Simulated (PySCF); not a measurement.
Isomers of C4H7F3S. The calculation used PBE0-D3(BJ)/def2-SVP geometry optimisation, gas phase (PySCF). Energies are electronic, without zero-point or thermal terms, for one conformer each. No frequencies were run at this level. Point groups hold within 0.08 Å.

Question: Rank from lowest to highest electronic energy at this level (kJ/mol).
A. `[CH3:1][CH2:2][S:3][CH2:4][C:5]([F:6])([F:7])[F:8]` with C1–C2–S3–C4 56°, C2–S3–C4–C5 69°
B. `[CH3:1][CH2:2][CH2:3][S:4][C:5]([F:6])([F:7])[F:8]` with C1–C2–C3–S4 174°, C2–C3–S4–C5 78°

Answer: A (0.0), B (25.7).

```json
{"SMILES": "CCSCC(F)(F)F", "E (Eh)": "-853.31256", "E rel (kJ/mol)": "0.0", "dipole (D)": "1.89", "point group": "C1", "A, B, C (MHz)": "2737, 1120, 980.9"}
{"SMILES": "CCCSC(F)(F)F", "E (Eh)": "-853.30277", "E rel (kJ/mol)": "25.7", "dipole (D)": "2.30", "point group": "C1", "A, B, C (MHz)": "3104, 972.7, 888.0"}
```
